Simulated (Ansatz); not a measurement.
Reaction (substitution at a C–N bond): `CC(C)(C)[N]([SiH3])[GeH3]` + `CCC(C)O` → `CCC(C)OC(C)(C)C` + `[SiH3][NH][GeH3]`

Calculated with Ansatz (gas phase, PBE0-D4/def2-TZVP geometries, no zero-point term in ΔE). CBS: MP2 limit from def2 TZ/QZ plus the TZ coupled-cluster correction, frozen cores. DFT in def2-TZVPP. For Ge outer-core shells are correlated without core-valence functions, which leaves a few kJ/mol of doubt a bond. Scalar relativity is left out up to krypton. Each species was taken in one conformer, which may not be the lowest.

`CC(C)(C)[N]([SiH3])[GeH3]`:

Cartesian coordinates in Å:
```
C -0.693 1.309 -1.180
C 0.107 0.653 -0.057
C 1.599 0.770 -0.365
C -0.210 1.393 1.239
N -0.273 -0.776 0.059
Si -0.741 -1.675 -1.338
Ge 0.050 -1.651 1.658
H -0.423 2.364 -1.262
H -0.485 0.847 -2.149
H -1.765 1.240 -0.988
H 2.196 0.316 0.429
H 1.837 0.261 -1.302
H 1.900 1.817 -0.457
H -1.268 1.294 1.494
H 0.021 2.455 1.132
H 0.384 1.019 2.078
H -0.827 -3.102 -0.939
H 0.239 -1.555 -2.458
H -2.065 -1.270 -1.888
H -0.971 -1.231 2.732
H -0.074 -3.155 1.386
H 1.465 -1.322 2.176
```

`CCC(C)O`:

Cartesian coordinates in Å:
```
C -1.836 0.415 0.412
C -0.683 -0.482 -0.008
C 0.680 0.186 0.098
C 1.800 -0.738 -0.318
O 0.772 1.332 -0.735
H -2.787 -0.121 0.381
H -1.699 0.786 1.433
H -1.941 1.278 -0.252
H -0.824 -0.815 -1.042
H -0.672 -1.381 0.618
H 0.837 0.486 1.147
H 1.668 -1.044 -1.359
H 1.815 -1.633 0.308
H 2.764 -0.234 -0.230
H 0.105 1.964 -0.455
```

`CCC(C)OC(C)(C)C`:

Cartesian coordinates in Å:
```
C -0.677 -0.430 -2.639
C -0.191 -1.531 -1.716
C 0.442 -1.030 -0.426
C 0.978 -2.190 0.395
O -0.549 -0.324 0.300
C -0.211 0.916 0.922
C 0.092 1.986 -0.120
C 0.961 0.772 1.886
C -1.468 1.287 1.691
H 0.142 0.233 -2.934
H -1.439 0.177 -2.148
H -1.112 -0.845 -3.551
H -1.026 -2.186 -1.445
H 0.543 -2.158 -2.234
H 1.270 -0.357 -0.686
H 1.713 -2.762 -0.177
H 0.157 -2.859 0.667
H 1.454 -1.848 1.314
H 0.976 1.740 -0.712
H 0.280 2.945 0.368
H -0.754 2.106 -0.800
H 1.883 0.501 1.364
H 0.749 0.009 2.638
H 1.140 1.719 2.399
H -1.342 2.244 2.202
H -1.696 0.519 2.433
H -2.316 1.365 1.008
```

`[SiH3][NH][GeH3]`:

Cartesian coordinates in Å:
```
Si -0.669 0.396 -1.379
N 0.176 -0.595 -0.258
Ge 0.586 -0.206 1.491
H -1.536 1.313 -0.594
H -1.502 -0.441 -2.286
H 0.215 1.231 -2.246
H 0.671 -1.391 -0.633
H -0.474 0.789 1.981
H 1.991 0.417 1.623
H 0.542 -1.513 2.302
```

```tsv
species	BHLYP-D4 energy (Eh)
`CC(C)(C)[N]([SiH3])[GeH3]`	-2582.67521
`CCC(C)O`	-233.63315
`CCC(C)OC(C)(C)C`	-390.84822
`[SiH3][NH][GeH3]`	-2425.46508
```

Q: Work out ΔE.

A: ΔE = (-390.84822) + (-2425.46508) − (-2582.67521) − (-233.63315) = -0.00494 Eh = -13.0 kJ/mol. CCSD(T)/CBS gives -4.2 kJ/mol.

Largest T1 diagnostic among the species: 0.011.

In def2-TZVPP, CCSD(T) changes the Hartree–Fock value by +23.9 kJ/mol (the triples alone add +2.9 kJ/mol) and MP2 by +29.3 kJ/mol. At CCSD(T), def2-SVP lies −6.1 kJ/mol from the extrapolated value and def2-TZVPP −2.7 kJ/mol. Leaving LDA and LC-ωPBE aside and taking each functional with its dispersion term where it has one, the values, not all of them listed here, spread over 16.5 kJ/mol, from B97M-V to revPBE-D4. LDA lies +8.0 kJ/mol from PBE without D4.
